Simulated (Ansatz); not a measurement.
`O[SiH2]O[SiH2]Cl` + `[NH2][AlH2]` → `[AlH2][NH][SiH2]Cl` + `O[SiH2]O`  (ligand exchange at the Si–O bond)

Program: Ansatz. Geometries: PBE0-D4/def2-TZVP. ΔE: electronic, gas phase. CBS: MP2 limit from def2 TZ/QZ plus the TZ coupled-cluster correction, frozen cores. This one scheme is used for every species. DFT in def2-TZVPP. Each species was taken in one conformer, which may not be the lowest.

`O[SiH2]O[SiH2]Cl`:

```xyz
10

O     0.646   -1.056    1.663
Si    0.200    0.487    1.356
O    -0.618    0.616   -0.064
Si   -0.685    0.009   -1.563
Cl    1.066   -1.004   -1.973
H     1.317   -1.450    1.101
H    -0.721    0.876    2.441
H     1.381    1.379    1.268
H    -1.788   -0.965   -1.687
H    -0.798    1.109   -2.542
```

`[NH2][AlH2]`:

```xyz
6

N     0.434    0.755    0.349
Al   -0.383   -0.667   -0.309
H     0.680    0.881    1.318
H     0.720    1.556   -0.190
H    -0.759   -1.834    0.693
H    -0.691   -0.690   -1.862
```

`[AlH2][NH][SiH2]Cl`:

Z-matrix (Å, degrees):
```
Si
N 1 1.708
Cl 1 2.066 2 112.4
H 1 1.481 2 111.9 3 118.1
H 1 1.479 2 108.2 3 -118.0
Al 2 1.790 1 128.6 3 103.5
H 2 1.013 1 114.8 3 -72.5
H 6 1.579 2 117.4 1 2.6
H 6 1.581 2 117.3 1 -178.1
```

`O[SiH2]O`:

```xyz
7

O    -1.214   -0.776    0.168
Si    0.317   -0.185    0.230
O     0.531    1.174   -0.666
H    -1.913   -0.245    0.553
H     0.680    0.235    1.603
H     1.150   -1.302   -0.271
H     0.451    1.098   -1.618
```

Problem. Is it downhill or uphill in electronic energy at CCSD(T)/CBS, and by how much? (Estimate.)

Solution. Ansatz gave: Uphill: ΔE = +50.0 kJ/mol.

Problem. What do these levels give: PBE-D4, BLYP-D4, r2SCAN-D4, BHLYP-D4, BLYP, MP2/def2-SVP, HF/def2-TZVPP, MP2/def2-TZVPP, HF/def2-QZVPP, SCS-MP2/def2-QZVPP, MP2/CBS(def2), CCSD/CBS(def2)? (Best estimate.)

Solution. Ansatz gave: PBE-D4 44.2, BLYP-D4 52.6, r2SCAN-D4 50.9, BHLYP-D4 57.4, BLYP 49.5, MP2/def2-SVP 47.6, HF/def2-TZVPP 59.4, MP2/def2-TZVPP 48.1, HF/def2-QZVPP 60.7, SCS-MP2/def2-QZVPP 51.5, MP2/CBS(def2) 49.3, CCSD/CBS(def2) 51.8 kJ/mol.

Largest T1 diagnostic among the species: 0.011.

From BLYP to BHLYP (50 % exact exchange), in def2-TZVPP and without D4, ΔE moves by +5.5 kJ/mol. In def2-TZVPP, CCSD(T) changes the Hartree–Fock value by −10.6 kJ/mol (the triples alone add −1.7 kJ/mol) and MP2 by −11.4 kJ/mol. Leaving LDA and LC-ωPBE aside and taking each functional with its dispersion term where it has one, the values, not all of them listed here, spread over 13.4 kJ/mol, from revPBE-D4 to BHLYP-D4.
